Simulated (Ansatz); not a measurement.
The first iterations of a band of ClGaH3N (6 atoms, charge 0, multiplicity 1).

Level of theory: RKS PBE/def2-SVP (Ansatz 0.2.0).

* movable images: 7
* climbing image: yes
* spring: 5.0 eV/Å²
* optimiser: quadratic models (default)
* start path: through a guess of the saddle point
* force threshold: 0.03 eV/Å
* iteration limit: 60
* end points: relaxed

Initial state:

```xyz
6
Properties=species:S:1:pos:R:3
Ga 0.653 0.043 0.026
N 0.950 -0.026 1.814
H 0.202 -0.120 2.503
H 1.875 0.004 2.243
H 1.748 0.182 -1.075
Cl -1.444 -0.083 -0.524
```

Final state:

```xyz
6
Properties=species:S:1:pos:R:3
Ga 0.261 -1.108 -0.651
N 1.292 0.137 1.148
H 0.422 0.593 1.467
H 1.681 -0.399 1.936
H 1.975 0.869 0.909
Cl -1.648 -0.092 0.180
```

| iteration | highest image above the first end (eV) | largest band force component (eV/Å) |
| --- | --- | --- |
| 1 | 4.109 | 5.347 |
| 2 | 3.161 | 2.383 |
| 3 | 2.723 | 4.875 |
| 4 | 2.529 | 1.938 |
| 5 | 2.188 | 3.325 |
| 6 | 1.934 | 2.368 |
| 7 | 1.594 | 1.393 |
| 8 | 1.723 | 0.723 |

Question: Does the band converge within its limit, and where does its top end?

Answer: The forces met the threshold. It ended after 24 iterations with the highest image 2.115 eV above the first end. The profile has 2 maxima (images 2, 6) with wells between them (image 4): this band takes more than one step, which may be the mechanism or a detour left from its start path. Neighbouring images differ by up to 2.3 eV, so the band resolves the path poorly. A vibrational analysis at the climbing image gives one clearly imaginary mode, 1164i cm⁻¹: a first-order saddle point. The orbitals stay closed-shell, which can raise the energy where a bond breaks towards radicals; this wasn't checked here.

Time of the run: 5.8 min on 1 thread of Arm Neoverse V1, on a shared host, peak memory 0.15 GiB.
